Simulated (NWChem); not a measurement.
Species: I$_{2}$ anion, doublet

```xyz
2

I      0.0000     0.0000    -1.6815
I      0.0000     0.0000     1.6815
```
Atoms are numbered in this order, from 1.

Computed with NWChem. Spin-unrestricted. Sets without diffuse functions describe the anion's extra electron poorly. All runs use the structure optimised with B3LYP/def2-SVPD, spin-unrestricted. No stability test was run on the SCF state. def2 effective core potentials on I; no spin-orbit coupling. Level MN15/def2-SVP: energy and gradient on several grids; changes count from the extra-fine grid, which is no exact limit either.

Task: Which is the coarsest grid (xfine; xcoarse; medium; fine; coarse) from which on the energy stays within 500 μHa and each gradient component within 500 μHa/bohr of xfine?

Result: xcoarse.
```tsv
grid	size of the energy change (μHa)	largest change of a gradient component (μHa/bohr)
xcoarse	30	< 30
coarse	< 10	< 30
medium	< 10	< 30
fine	< 10	< 30
xfine	< 10	< 30
```
